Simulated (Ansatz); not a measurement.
BH3O (SMILES BO) moved off its minimum; all values from Ansatz (a first-principles code), cores frozen in correlated methods.
(charge 0, multiplicity 1)
```xyz
5

B     -0.34407    -0.55363     0.08948
H     -0.36116    -1.30518     0.88888
H     -1.37601    -0.56112    -0.81026
O      0.53098     0.42393     0.03750
H      0.32836     1.02044    -0.69151
```

### Question
Give the forces (eV/Å), the total energy and the dipole at CCSD(T)/aug-cc-pVTZ.

### Answer

```json
[
 {"atom": "B1", "Fx": "-3.818", "Fy": "0.525", "Fz": "-3.437"},
 {"atom": "H2", "Fx": "0.358", "Fy": "-1.978", "Fz": "2.100"},
 {"atom": "H3", "Fx": "1.910", "Fy": "-0.025", "Fz": "1.454"},
 {"atom": "O4", "Fx": "1.352", "Fy": "1.460", "Fz": "-0.208"},
 {"atom": "H5", "Fx": "0.198", "Fy": "0.018", "Fz": "0.091"}
]
```
Energy -101.7396 hartree, dipole 1.19 D.
